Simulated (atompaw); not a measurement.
# Before and after: PAW (atompaw) potential for Eu (Z = 63)

atompaw 4.2.0.5 input, output lines left out:

```
Eu 63
LDA-PW scalarrelativistic loggrid 2001 logderivrange -5 5 251
6 6 5 4 0 0
6 0 1.5
6 1 0
5 2 0.5
4 3 7
0 0 0
c
c
c
c
v
v
c
c
c
v
v
c
c
v
v
3
2.45 2.15 2.15 1.55
n
n
y
3.15
n
y
0.55
n
custom polynom vanderbiltortho gaussian
bessel
2.05
2.45
1.75
2.45
0.85
0.85
0.95
0.95
```

All-electron outer shells of the reference configuration (LDA (PW92), scalar-relativistic, ld1.x):

| shell | level (eV) | outermost node (bohr) | outermost maximum (bohr) |
| --- | --- | --- | --- |
| 4p | -257.21 | 0.30 | 0.55 |
| 4d | -134.14 | 0.27 | 0.57 |
| 5s | -44.19 | 0.67 | 1.23 |
| 5p | -23.30 | 0.72 | 1.41 |
| 6s | -3.58 | 1.67 | 3.60 |
| 4f | -2.36 | – | 0.59 |
| 5d | -1.40 | 0.82 | 2.21 |
| 6p | -1.17 | 2.03 | 5.05 |

Change: wave 5s (bound): rc 2.05 bohr becomes 5s (bound): rc 1.38 bohr.

Cutoffs: the cutoffs (Ry, on a coarse ladder) from which the occupation-weighted sum of valence levels, in a spherical-Bessel basis at the reference potential, stays within 10 and 1 mRy of its value at 400 Ry; they do not see the model core or the augmentation charge, which bear on the density cutoff.

What does the change do?

The range in which the s phases agree narrows (upper end at the end of the scan → 0.6); neither file shows a bound ghost.

| quantity | base | changed |
| --- | --- | --- |
| cutoff, loose | 230 Ry | 230 Ry |
| cutoff, tight | over 300 Ry | over 300 Ry |
| loose cutoff by channel (10 mRy a level) | s 10 Ry, p 15 Ry, d 90 Ry, f 140 Ry | s 30 Ry, p 15 Ry, d 90 Ry, f 140 Ry |
| bound ghosts | none | none |
| s: phases at 2.46 bohr within 0.05 rad from the reference energy up to (Ry; the scan ends near 5) | to the end of the scan | 0.6 |
| p: phases at 2.46 bohr within 0.05 rad from the reference energy up to (Ry; the scan ends near 5) | to the end of the scan | to the end of the scan |
| d: phases at 2.46 bohr within 0.05 rad from the reference energy up to (Ry; the scan ends near 5) | 3.7 | 3.7 |
| f: phases at 2.46 bohr within 0.05 rad from the reference energy up to (Ry; the scan ends near 5) | to the end of the scan | to the end of the scan |
| lowest overlap eigenvalue by channel | s 0.62, p 0.70, d 1.00, f 1.00 | s 0.45, p 0.70, d 1.00, f 1.00 |

 The cutoffs see the waves, projectors and local potential, not the compensation charge or the core.
